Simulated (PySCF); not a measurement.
Computed shifts of a molecule C3H10Si, KT2/pcSseg-1 (PySCF), GIAO, gas phase, equivalent atoms averaged, in ppm (number of nuclei): ²⁹Si: -16.5 (1). ¹³C: 0.1 (3). ¹H: 4.62 (1), 0.41 (9). References: ²⁹Si against TMS (σ = 361.9 ppm); ¹³C against TMS (σ = 185.1 ppm); ¹H against TMS (σ = 31.47 ppm), references at their B3LYP-D3(BJ)/def2-TZVP geometries, non-relativistic. Geometry optimised at B3LYP-D3(BJ)/def2-SVP. The values are those of a single conformer.

Problem. Pick the molecule that these values belong to.
(A) CCC[SiH3]
(B) C[SiH](C)C
(C) CC[SiH2]C
(D) CC(C)[SiH3]

Solution. B, C[SiH](C)C
